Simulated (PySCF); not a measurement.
C3H6BNO.

```xyz
12

C      1.1326    -2.1689     0.0000
C      0.3786    -1.2140     0.0000
B     -0.5890    -0.0010     0.0000
N     -1.9745    -0.2232     0.0000
O     -0.1380     1.2860     0.0000
C      1.2126     1.6505     0.0000
H      1.7972    -3.0142     0.0000
H     -2.3811    -1.1462     0.0000
H     -2.6362     0.5410     0.0000
H      1.4334     2.2599    -0.8915
H      1.4334     2.2599     0.8915
H      1.8807     0.7737     0.0000
```
Charge 0, spin multiplicity 1.

Coordinates come from a PBE0-D3(BJ)/def2-SVP optimisation. This is a generated structure with no PubChem entry under its InChIKey; it may be hypothetical. One conformer was computed; it need not be the lowest.

Computed with PBE0/pcSseg-1 run with PySCF. Non-relativistic, no solvent.

### Question
Give the absolute GIAO shielding of each atom: isotropic value and principal components (ppm). (The exact figures need the calculation; the answer reports its results.)

### Answer

```
atom  σ(iso)    σ11    σ22    σ33   span
----  ------  -----  -----  -----  -----
C1      86.8   10.3   12.2  237.9  227.6
C2      97.3   -3.3    3.0  292.3  295.7
B3      80.2   56.5   88.9   95.1   38.6
N4     185.1  112.2  201.3  241.9  129.7
O5     238.8   76.9  287.1  352.4  275.5
C6     128.4  101.6  102.2  181.3   79.7
H7      28.9   24.3   24.5   38.0   13.7
H8      28.6   23.1   26.6   36.0   12.9
H9      28.6   23.1   25.6   37.1   14.0
H10     27.6   23.7   25.4   33.7   10.0
H11     27.6   23.7   25.4   33.7   10.0
H12     26.9   22.9   27.8   30.1    7.3
```
